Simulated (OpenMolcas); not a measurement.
## d2 ions of charge +4 down a group with 6 chloride ligands in octahedral coordination

* Program: OpenMolcas
* Method: CASSCF
* Spin-orbit coupling: state interaction with AMFI integrals over the reference wave functions

The d shell is active. Anionic complexes are neutralised by point charges behind the ligands. Distances were set from a Shannon-type radius of the metal (high-spin where two are listed) plus a fixed donor radius (Cl 1.76 Å). Ligand basis ANO-RCC-VDZP, DKH2 Hamiltonian. States (labels of O, the rotations of Oh). Energies in cm-1 above the lowest state or level, χT in cm3 K/mol; under a threefold ground state the first gap can be a small split of the lowest multiplet, not the spin-orbit step; 10Dq and B are least-squares fits to the states below 45000 cm-1, weighted by degeneracy, with a free offset, and given where the rms deviation is under 5 % of |10Dq| (or 100 cm-1) and under 700 cm-1. Spin-only χT is S(S+1) / 2 for the spin of the ground state.

```json
{"Ion": "Cr4+", "Shell": "3d2", "R (Å)": "2.31", "Metal basis": "ANO-RCC-VTZP", "Outer charge (e at Å behind ligand)": "0.33 at 2.6", "Ground state": "3T1", "First state of that spin": "3T2 14889", "10Dq": "", "B (rms of fit)": "", "First gap with spin-orbit (degeneracies)": "6.3 (2, 3)", "χT at 300 K": "0.757", "First state of another spin": "1T2 14633", "Spin-only χT": "1.000"}
{"Ion": "Mo4+", "Shell": "4d2", "R (Å)": "2.41", "Metal basis": "ANO-RCC-VDZP", "Outer charge (e at Å behind ligand)": "0.33 at 2.4", "Ground state": "3T1", "First state of that spin": "3T2 20827", "10Dq": "21595", "B (rms of fit)": "607 (496)", "First gap with spin-orbit (degeneracies)": "29.7 (2, 3)", "χT at 300 K": "0.402", "First state of another spin": "1T2 9456", "Spin-only χT": "1.000"}
{"Ion": "W4+", "Shell": "5d2", "R (Å)": "2.42", "Metal basis": "ANO-RCC-VTZP", "Outer charge (e at Å behind ligand)": "0.33 at 2.6", "Ground state": "3T1", "First state of that spin": "3T2 23093", "10Dq": "23570", "B (rms of fit)": "606 (345)", "First gap with spin-orbit (degeneracies)": "260.9 (2, 3)", "χT at 300 K": "0.137", "First state of another spin": "1T2 8929", "Spin-only χT": "1.000"}
```

The rows also differ in their metal basis and outer charges, so part of each step comes from that.

|10Dq| changes by a factor of 23570 / 21595 = 1.09 from Mo4+ to W4+.

B goes from 607 cm-1 (Mo4+) to 606 cm-1 (W4+).

χT departs most from the spin-only value for W4+, by -0.863 cm3 K/mol.

An orbital triplet at a regular site is open to Jahn-Teller coupling, which can distort the site and quench the lowest spin-orbit gaps and is left out. Without dynamic correlation the repulsion within the d shell is too large (B by tens of per cent), so at a given field states of lower spin stand too high. Ligand-to-metal charge-transfer states are missing. With no ligand orbital active B as a rule stays too high, so bands that hang on it stand too high and its fall with covalency is understated. The least metal-like active orbital is 74 % on the metal (Löwdin) and no ligand orbital is active, so the numbers are rough (holds for Cr4+). With metal d orbitals alone and no dynamic correlation the field as a rule comes out too small, by tens of per cent, by up to half for chloride and softer ligands (holds for Cr4+). The least metal-like active orbital is 71 % on the metal (Löwdin) and no ligand orbital is active, so the numbers are rough (holds for Mo4+; W4+). With metal d orbitals alone the field can be off either way by tens of per cent (holds for Mo4+; W4+). No measured value stands beside these numbers; the geometry was imposed, not optimised, and the real ion may take another.
